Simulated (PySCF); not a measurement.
Job file and geometry (Å, from GFN2-xTB) of an NMR shielding run on `ClC[SiH2]C1=C[C@@H]1C`, C₅H₉ClSi, GIAO PBE0/pcSseg-1 NMR shielding, non-relativistic, gas phase in PySCF 2.14.0, density-fitted response routines; density fitting, a coarse starting grid and PySCF grid level 2 are the driver's defaults:

```
$ OMP_NUM_THREADS=1 python probes_run.py task.json out

{"job": {"kind": "nmr", "xc": "PBE0", "basis": "pcSseg-1"}, "charge": 0, "multiplicity": 1}
C     -2.661001     0.176007     0.721612
C     -1.616115     0.231670    -0.369879
C     -0.586081     1.303493    -0.391095
C     -0.139341     0.124981    -0.031977
Si     1.204849    -1.009390     0.547580
C      2.877610    -0.293071    -0.049299
Cl     3.113937     1.334487     0.644393
H     -2.979643    -0.851101     0.893965
H     -2.258954     0.573687     1.650632
H     -3.537848     0.760635     0.444363
H     -1.956858    -0.184095    -1.316366
H     -0.401866     2.335061    -0.570107
H      1.053191    -2.333235    -0.067570
H      1.226593    -1.089649     2.009606
H      2.926761    -0.178519    -1.129697
H      3.727164    -0.892016     0.269911
```

**Question.** Write the output of this run.

**Answer.** 
```
coarse grid: 14264 points
cycle   1  E = -944.9071456298  dE =  7.361e-01  |g| = 3.824e-01  |ddm| = 3.555e+00
cycle   2  E = -944.9050402502  dE =  2.105e-03  |g| = 4.046e-01  |ddm| = 8.383e-01
cycle   3  E = -944.9479990792  dE = -4.296e-02  |g| = 4.786e-02  |ddm| = 4.631e-01
cycle   4  E = -944.9483985453  dE = -3.995e-04  |g| = 2.604e-02  |ddm| = 6.278e-02
cycle   5  E = -944.9485476858  dE = -1.491e-04  |g| = 8.387e-03  |ddm| = 2.690e-02
cycle   6  E = -944.9485631354  dE = -1.545e-05  |g| = 3.347e-03  |ddm| = 9.460e-03
cycle   7  E = -944.9485657425  dE = -2.607e-06  |g| = 7.712e-04  |ddm| = 3.074e-03
final grid: 128064 points
cycle   8  E = -944.9897076351  dE = -3.159e-05  |g| = 7.810e-03  |ddm| = 2.819e-02
cycle   9  E = -944.9897019068  dE =  5.728e-06  |g| = 8.985e-03  |ddm| = 1.567e-02
cycle  10  E = -944.9897227225  dE = -2.082e-05  |g| = 1.083e-03  |ddm| = 8.513e-03
cycle  11  E = -944.9897229343  dE = -2.118e-07  |g| = 4.383e-04  |ddm| = 1.177e-03
cycle  12  E = -944.9897229813  dE = -4.696e-08  |g| = 1.100e-04  |ddm| = 4.389e-04
cycle  13  E = -944.9897229841  dE = -2.831e-09  |g| = 2.818e-05  |ddm| = 1.103e-04
cycle  14  E = -944.9897229843  dE = -1.914e-10  |g| = 5.791e-06  |ddm| = 2.906e-05
converged SCF energy = -944.9897229843

GIAO shielding tensors (ppm)
atom      isotropic    diamagn.    paramagn.     s11        s22        s33       span
  0 C      160.750     246.827     -86.077    134.627    157.572    190.051     55.424
  1 C      170.170     250.035     -79.865    121.959    142.816    245.735    123.775
  2 C       34.364     256.733    -222.369   -130.100     57.617    175.577    305.677
  3 C       57.869     255.873    -198.004    -78.993     56.996    195.604    274.597
  4 Si     404.439     880.383    -475.944    366.925    406.187    440.204     73.278
  5 C      154.900     251.718     -96.818    132.852    142.750    189.097     56.245
  6 Cl     924.930    1146.603    -221.674    817.079    857.548   1100.161    283.082
  7 H       30.013      29.061       0.952     26.038     28.280     35.720      9.682
  8 H       31.669      29.553       2.116     28.387     30.036     36.585      8.198
  9 H       29.999      27.758       2.241     25.818     27.835     36.345     10.527
 10 H       30.115      31.726      -1.612     23.361     28.112     38.871     15.509
 11 H       22.882      33.394     -10.512     16.839     24.425     27.383     10.544
 12 H       26.955      29.256      -2.302     22.900     25.252     32.712      9.813
 13 H       26.982      28.702      -1.720     23.687     25.512     31.748      8.061
 14 H       28.548      30.235      -1.688     23.587     26.904     35.152     11.565
 15 H       28.613      27.957       0.655     22.379     27.342     36.116     13.737
```

**Question.** Turn these shieldings into chemical shifts. Scale: TMS for $^{13}$C (186.93 ppm), $^{29}$Si (349.16 ppm), $^{1}$H (31.72 ppm); $^{35}$Cl (949.78 ppm) vs HCl (reference shieldings calculated alike).

**Answer.** Averaging equivalent atoms: C 2: 152.6; C 3: 129.1; C 5: 32.0; C 0: 26.2; C 1: 16.8; Si 4: -55.3; Cl 6: 25; H 11: 8.84; H 12: 4.76; H 13: 4.73; H 14: 3.17; H 15: 3.10; H 10: 1.60; H 7/8/9: 1.16 ppm. 

Size and cost of the density-fitted run: 178 basis functions, 61 s wall time on 1 thread of an Arm Neoverse N1, shared host; peak memory 0.81 GiB.
